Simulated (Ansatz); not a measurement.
Consider the redistribution: `[SiH3][O][GaH2]` + `C[O][Mg][NH2]` → `[NH2][Mg][O][SiH3]` + `C[O][GaH2]`.

Program: Ansatz. Geometries: PBE0-D4/def2-TZVP. ΔE: electronic, gas phase. CBS: MP2 limit from def2 TZ/QZ plus the TZ coupled-cluster correction, frozen cores. Functionals use def2-TZVPP. B3LYP here is the variant with VWN-RPA as its local correlation; programs differ in this. HSE06 is defined as in plane-wave codes. For Ga, Mg outer-core shells are correlated without core-valence functions, which leaves a few kJ/mol of doubt a bond. Scalar relativity is left out up to krypton. Each species was taken in one conformer, which may not be the lowest.

`[SiH3][O][GaH2]`:

Z-matrix (Å, degrees):
```
Si
O 1 1.629
H 1 1.488 2 110.0
H 1 1.492 2 111.4 3 120.2
H 1 1.488 2 110.0 3 -119.7
Ga 2 1.785 1 139.3 3 -120.2
H 6 1.555 2 113.8 1 179.9
H 6 1.561 2 116.0 1 -0.1
```

`C[O][Mg][NH2]`:

Cartesian coordinates in Å:
```
C -1.325 -1.246 1.184
O -0.483 -0.462 0.431
Mg 0.591 0.553 -0.528
N 1.738 1.635 -1.553
H -1.988 -0.642 1.820
H -0.768 -1.922 1.850
H -1.969 -1.877 0.554
H 1.561 1.980 -2.485
H 2.643 1.981 -1.273
```

`[NH2][Mg][O][SiH3]`:

```xyz
9

N    -2.779   -0.047    1.164
Mg   -1.049   -0.015    0.437
O     0.605    0.014   -0.257
Si    2.091    0.035   -0.876
H    -3.096    0.463    1.974
H    -3.563   -0.577    0.817
H     2.420   -1.254   -1.554
H     2.249    1.123   -1.886
H     3.121    0.257    0.182
```

`C[O][GaH2]`:

```xyz
8

C    -0.546    0.975    0.507
O    -0.515    0.097   -0.586
Ga    0.637   -1.253   -0.741
H    -0.384    2.004    0.166
H     0.216    0.747    1.266
H    -1.527    0.933    0.994
H     1.651   -1.423    0.439
H     0.467   -2.081   -2.046
```

```csv
level,ΔE (kJ/mol),difference from CCSD(T)/CBS
LDA (SPW92),-23.2,0.6
PBE-D4,-23.1,0.7
revPBE-D4,-23.9,-0.1
BLYP-D4,-22.1,1.7
r2SCAN-D4,-22.7,1.1
PBE0-D4,-20.6,3.2
B3LYP-D4,-19.9,3.9
r2SCANh-D4,-21.7,2.1
r2SCAN0-D4,-20.4,3.4
HSE06-D4,-20.5,3.3
BHLYP-D4,-16.9,6.9
CAM-B3LYP-D4,-19.0,4.8
ωB97M-V,-20.3,3.5
B2PLYP,-21.0,2.8
PBE-QIDH,-20.6,3.2
PBE,-23.3,0.5
revPBE,-23.1,0.7
r2SCAN,-22.8,1.0
PBE0,-20.8,3.0
B3LYP,-20.2,3.6
r2SCANh,-21.8,2.0
r2SCAN0,-20.5,3.3
CAM-B3LYP,-19.3,4.5
LC-ωPBE,-19.8,4.0
RPA@PBE/def2-TZVPP,-24.0,-0.2
HF/def2-SVP,-11.0,12.8
MP2/def2-SVP,-17.7,6.1
CCSD/def2-SVP,-17.1,6.7
CCSD(T)/def2-SVP,-18.4,5.4
HF/def2-TZVPP,-15.2,8.6
MP2/def2-TZVPP,-21.7,2.1
SCS-MP2/def2-TZVPP,-20.9,2.9
CCSD/def2-TZVPP,-21.2,2.6
CCSD(T)/def2-TZVPP,-22.7,1.1
HF/def2-QZVPP,-15.1,8.7
MP2/def2-QZVPP,-22.3,1.5
SCS-MP2/def2-QZVPP,-21.4,2.4
HF/CBS(def2),-15.1,8.7
MP2/CBS(def2),-22.8,1.0
CCSD/CBS(def2),-22.3,1.5
CCSD(T)/CBS,-23.8,0
```

Largest T1 diagnostic among the species: 0.015.

In def2-TZVPP, CCSD(T) changes the Hartree–Fock value by −7.5 kJ/mol (the triples alone add −1.5 kJ/mol) and MP2 by −6.5 kJ/mol. At CCSD(T), def2-SVP lies +5.4 kJ/mol from the extrapolated value and def2-TZVPP +1.1 kJ/mol. From BLYP to BHLYP (50 % exact exchange), in def2-TZVPP and without D4, ΔE moves by +4.3 kJ/mol.
